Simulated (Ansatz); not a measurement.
Wavefunction ladder for H6S2Si2 (`[SiH3][SiH2]SS`)

Z-matrix (Å, degrees):
```
Si
Si 1 2.344
H 1 1.487 2 110.2
H 1 1.486 2 110.2 3 -120.5
H 1 1.488 2 109.2 3 119.7
S 2 2.148 1 106.7 3 60.0
H 2 1.486 1 111.3 3 179.8
H 2 1.488 1 110.9 3 -59.1
S 6 2.064 2 99.3 1 178.2
H 9 1.346 6 97.9 2 88.9
```

Charge 0, multiplicity 1. All single points use the PBE0-D4/def2-TZVP geometry. It is one conformer, not always the lowest. Frozen core, restricted reference, Ansatz 0.2.0. CBS rows extrapolate triple and quadruple zeta; past MP2 they add the triple-zeta difference.

```csv
basis,HF (Eh),MP2 corr.,CCSD corr.,(T),CCSD(T) total
def2-SVP,-1375.99584,-0.46028,-0.53175,-0.01548,-1376.54307
def2-TZVPP,-1376.48587,-0.60458,-0.67719,-0.02977,-1377.19283
def2-QZVPP,-1376.52650,-0.65601,–,–,–
CBS(def2),-1376.53210,-0.69411,-0.76672,as TZ,-1377.32859
```
